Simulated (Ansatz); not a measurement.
Correlation energies of B2FH5Si, SMILES `BB[SiH2]F` by basis set

```xyz
9

B     0.472    1.304   -1.106
B     0.250   -0.247   -0.725
Si   -0.433   -0.833    1.067
F    -0.730    0.390    2.066
H    -0.405    1.972   -1.580
H     1.508    1.869   -0.884
H     0.471   -1.163   -1.469
H    -1.707   -1.584    0.901
H     0.573   -1.708    1.730
```

Total charge 0; spin multiplicity 1. Geometry: relaxed with PBE0-D4/def2-TZVP. It is one conformer, not always the lowest. Frozen core, restricted reference, the Gaussian-basis code of Ansatz. CBS rows extrapolate triple and quadruple zeta; past MP2 they add the triple-zeta difference.

```json
{"basis": "def2-SVP", "HF (Eh)": "-440.43644", "MP2 corr.": "-0.44104", "CCSD corr.": "-0.49334", "(T)": "-0.01028", "CCSD(T) total": "-440.94006"}
{"basis": "def2-TZVPP", "HF (Eh)": "-440.73027", "MP2 corr.": "-0.56541", "CCSD corr.": "-0.61371", "(T)": "?", "CCSD(T) total": "?"}
{"basis": "def2-QZVPP", "HF (Eh)": "-440.74676", "MP2 corr.": "-0.61204", "CCSD corr.": "–", "(T)": "–", "CCSD(T) total": "–"}
{"basis": "CBS(def2)", "HF (Eh)": "?", "MP2 corr.": "?", "CCSD corr.": "?", "(T)": "as TZ", "CCSD(T) total": "?"}
```

(1) Fill in the withheld values. (Estimate.)

Results:

(1) Ansatz gave: def2-TZVPP (T): -0.01880; def2-TZVPP CCSD(T) total: -441.36278; CBS(def2) HF (Eh): -440.74903; CBS(def2) MP2 corr.: -0.64659; CBS(def2) CCSD corr.: -0.69489; CBS(def2) CCSD(T) total: -441.46272.
